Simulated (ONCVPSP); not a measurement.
# oxygen, ONCV: configuration errors across variants

O, optimised norm-conserving Vanderbilt (ONCV), made with ONCVPSP 4.0.1 (PBE, scalar-relativistic). Core [He], reference 2s2 2p4. Waves: 2s: rc 0.95 bohr, ncon 5, nbas 9, qcut 5.6 1/bohr, 3 projectors, debl 0.5 Ha; 2p: rc 1.90 bohr, ncon 5, nbas 9, qcut 5.9 1/bohr, 2 projectors, debl 1.7 Ha; d scattering state at 0.08 Ha: rc 1.45 bohr, ncon 3, nbas 6, qcut 5.9 1/bohr, 2 projectors, debl 1.9 Ha. Local part: polynomial inside 0.70 bohr (lpopt 5, dvloc0 4 Ha). Core correction: polynomial model core, fcfact 0.3.

In the s channel the program set the typed energies aside and used -0.881, 0.250, 0.750 Ha.

All-electron excitation energies from the reference (eV): (1) 2s2 2p3 16.430; (2) 2s2 2p2 50.017; (3) 2s2 2p1 103.885; (4) 2s1 2p5 14.950.

A true bound ghost makes a file unfit for plane-wave use even where its test errors are small: the radial tests pick states by their node count and pass the ghost by.

Errors AE − PS in meV (a dash: test not solved or not reliable):

```tsv
change	(1)	(2)	(3)	(4)	bound ghosts	GHOST(+) flags above zero
base	+96	+710	+2544	-20	s	s
d: qcut 9.1	+96	+710	+2544	-20	s	s
s: rc 1.26	+99	+729	+2618	-35	s	none
local potential polynomial inside 0.70 bohr (lpopt 5, dvloc0 -1.5 Ha)	+96	+710	+2550	-20	s	s, d
d: nproj 3	+96	+710	+2544	-20	s	s
s: qcut 5.5; p: qcut 5.8; d: qcut 5.8	+99	+732	+2620	-22	s	s
s: debl 4.5	+96	+710	+2547	-20	none	s
d: rc 2.06	+96	+710	+2544	-20	s	s
```

Q: Give the same row for: p: ncon 4, nbas 8.

A: +123, +882, +3102, -32; bound ghosts: s; GHOST(+) flags above zero: s.
